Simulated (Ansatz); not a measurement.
`[CH3][AlH][SiH2]S` + `CB(O)S` → `CSB(C)O` + `[AlH2][SiH2]S`  (substitution at a C–Al bond)

Isolated molecules relaxed with PBE0-D4/def2-TZVP in Ansatz; ΔE leaves out vibrations. CCSD(T)/CBS is the MP2 limit (def2-TZVPP, def2-QZVPP) plus CCSD(T) − MP2 in def2-TZVPP, frozen cores. Functionals use def2-TZVPP. Each species was taken in one conformer, which may not be the lowest.

```
            species  PBE energy (Eh)
`[CH3][AlH][SiH2]S`       -971.96952
           `CB(O)S`       -539.19362
          `CSB(C)O`       -578.46133
    `[AlH2][SiH2]S`       -932.68006
```

Q: Work out ΔE.

A: ΔE = (-578.46133) + (-932.68006) − (-971.96952) − (-539.19362) = 0.02175 Eh = +57.1 kJ/mol. CCSD(T)/CBS gives +55.6 kJ/mol.

Largest T1 diagnostic among the species: 0.012.

The D4 term adds −3.9 kJ/mol with B3LYP and −2.0 kJ/mol with PBE0; it sums over pairs of atoms, weighted by their polarisabilities, and B3LYP, whose exchange is more repulsive, gets the larger term. In def2-TZVPP, CCSD(T) changes the Hartree–Fock value by +3.6 kJ/mol (the triples alone add −0.7 kJ/mol) and MP2 by +4.0 kJ/mol.

B3LYP here is the variant with VWN-RPA as its local correlation; programs differ in this.
